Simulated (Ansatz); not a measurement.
A structure relaxed at PBE0-D4/def2-TZVP in Ansatz, charge 0, singlet:

Cartesian coordinates in Å:
```
Pt -0.050 0.020 -0.436
Te 1.692 -1.536 -0.043
Te -1.642 1.516 0.479
```

Give its formula and point group.

the cluster Te2Pt. Point group C2v (tolerance 0.1 Å).

Summarise the bond lengths by kind (pairs closer than 1.2 times the sum of covalent radii, bridged metal pairs left out).

2 × Pt–Te 2.37 Å. The metal has 2 neighbours: Te 2.37 Å, Te 2.37 Å.

In the def2 sets Pt, Te take a core potential; there is no spin–orbit coupling. Another isomer (triplet) lies 0.66 eV lower at PBE0-D4/def2-TZVP; other spin states weren't run for this one.
